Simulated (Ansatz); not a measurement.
`CB[CH2][GaH2]` + CH₃SH → `CBCSC` + `[GaH3]`  (substitution at a C–Ga bond)

Computed with Ansatz on PBE0-D4/def2-TZVP structures; ΔE is electronic, products minus reactants. CBS: MP2 limit from def2 TZ/QZ plus the TZ coupled-cluster correction, frozen cores. This one scheme is used for every species. Functionals use def2-TZVPP. For Ga outer-core shells are correlated without core-valence functions, which leaves a few kJ/mol of doubt a bond. Scalar relativity is left out up to krypton. Each species was taken in one conformer, which may not be the lowest.

```
        level  ΔE (eV)
         PBE0     0.67
HF/def2-TZVPP     0.60
```

**Question.** What does CCSD(T)/CBS give? (Estimate.)

**Answer.** The calculation gave: +0.72 eV. The listed levels differ from it by -0.05, -0.12 eV.

Largest T1 diagnostic among the species: 0.013.

In def2-TZVPP, CCSD(T) changes the Hartree–Fock value by +0.12 eV (the triples alone add +0.01 eV) and MP2 by +0.14 eV.
